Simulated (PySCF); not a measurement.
SMILES CCCCCC(C)=[OH+] (C7H15O (cation, charge +1)) (GFN2-xTB optimised geometry):

```
23

C     -1.710    -0.726     1.224
C     -1.172     0.005     0.000
C      0.358     0.005     0.000
C      0.891     0.735    -1.228
C      2.457     0.742    -1.214
C      2.868     1.427    -2.433
C      3.051     2.878    -2.466
O      3.014     0.809    -3.541
H     -1.378    -1.761     1.233
H     -2.797    -0.716     1.211
H     -1.374    -0.247     2.139
H     -1.538     1.033     0.000
H     -1.539    -0.482    -0.905
H      0.717    -1.026     0.008
H      0.718     0.493     0.907
H      0.523     1.761    -1.230
H      0.529     0.241    -2.132
H      2.797    -0.296    -1.181
H      2.782     1.267    -0.317
H      2.960     3.270    -3.477
H      4.069     3.098    -2.123
H      2.383     3.390    -1.777
H      2.926    -0.164    -3.519
```

Computed with PBE0/def2-SVP run with PySCF.

Task: What are the frontier orbital energies?

Result: HOMO-2 -12.87 eV, HOMO-1 -12.52 eV, HOMO -12.45 eV, LUMO -7.36 eV, LUMO+1 -3.80 eV.

On the same geometry PBE/def2-SVP (PySCF 2.14.0) gives HOMO-2 -11.49 eV, HOMO-1 -11.15 eV, HOMO -11.03 eV, LUMO -8.29 eV, LUMO+1 -4.76 eV.

Meta-Löwdin charges at PBE0/def2-SVP: C1 -0.30, C2 -0.16, C3 -0.17, C4 -0.15, C5 -0.22, C6 0.48, C7 -0.33, O8 -0.27, H9 0.10, H10 0.12, H11 0.10, H12 0.10, H13 0.10, H14 0.10, H15 0.10, H16 0.11, H17 0.10, H18 0.14, H19 0.15, H20 0.16, H21 0.19, H22 0.16, H23 0.38.
